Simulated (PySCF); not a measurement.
# One change to the structure, seen by NMR

Starting compound: `[SiH2]1[C@@H]([C@@H](C)O)CC1`, C5H12OSi.

1H NMR (500 MHz, computed): δ 4.80 (m, 1H), 4.79 (m, 1H), 3.59 (m, 1H), 2.36 (m, 1H), 1.78 (m, 1H), 1.61 (m, 1H), 1.47 (m, 1H), 1.30 (m, 1H), 1.11 (d, 3H), -0.29 (br s, 1H). 13C{1H} NMR (computed): δ 76.2 (CH), 42.3 (CH), 26.4 (CH2), 26.2 (CH3), 5.8 (CH2).

PySCF calculation with coordinates at the GFN2-xTB level and PBE0/pcSseg-1 with gauge-including orbitals; no solvent model, one conformer, equivalent nuclei averaged, no relativistic terms.

Scale: 1H, 13C vs TMS (reference shieldings calculated alike). Where no couplings were computed, multiplicities follow the n + 1 count of equivalent neighbours, and m marks all less simple cases (inequivalent or close neighbours, rings, F or P nearby). Shifts are as computed. Against solution values, carbons near 30 ppm lie about +3 ppm off and those near 130 ppm about +5 ppm. Of 1309 compounds with measured shifts, 239 miss one by over three times the rms of a fit or turn the order of signals round; such compounds aren't used in these exercises. OH and NH positions are gas-phase values without hydrogen bonding to other molecules.

(1) What are the spectra after this edit: H on C replaced by CN, giving `C[C@@H](O)[C@H]1[SiH2]C[C@H]1C#N`?

(2) What are the spectra after this edit: C replaced by Si, giving `C[C@H](O)C1[SiH2]C[SiH2]1`?

(3) What are the spectra after this edit: H on C replaced by OCH3, giving `CO[C@@H]1C[C@@H]([C@@H](C)O)[SiH2]1`?

Results:

(1) 1H NMR (500 MHz, computed): δ 4.76 (m, 1H), 4.69 (m, 1H), 4.67 (m, 1H), 3.45 (m, 1H), 2.23 (m, 1H), 1.86 (m, 1H), 1.54 (m, 1H), 1.06 (d, 3H), 0.71 (br s, 1H). 13C{1H} NMR (computed): δ 127.7 (C), 72.9 (CH), 38.5 (CH), 26.5 (CH), 25.3 (CH3), 12.6 (CH2).

(2) 1H NMR (500 MHz, computed): δ 4.95 (m, 1H), 4.86 (m, 1H), 4.79 (m, 1H), 4.66 (m, 1H), 3.93 (m, 1H), 1.31 (m, 1H), 1.12 (d, 3H), 0.52 (m, 1H), 0.45 (m, 1H), -0.37 (br s, 1H). 13C{1H} NMR (computed): δ 72.4 (CH), 33.7 (CH), 29.0 (CH3), -9.7 (CH2).

(3) 1H NMR (500 MHz, computed): δ 4.69 (m, 1H), 4.55 (m, 1H), 3.92 (m, 1H), 3.60 (m, 1H), 3.31 (m, 1H), 3.30 (s, 3H), 2.51 (m, 1H), 1.33 (m, 1H), 1.12 (d, 3H), -0.75 (br s, 1H). 13C{1H} NMR (computed): δ 77.4 (CH), 74.9 (CH), 59.9 (CH3), 36.3 (CH2), 32.9 (CH), 26.6 (CH3).
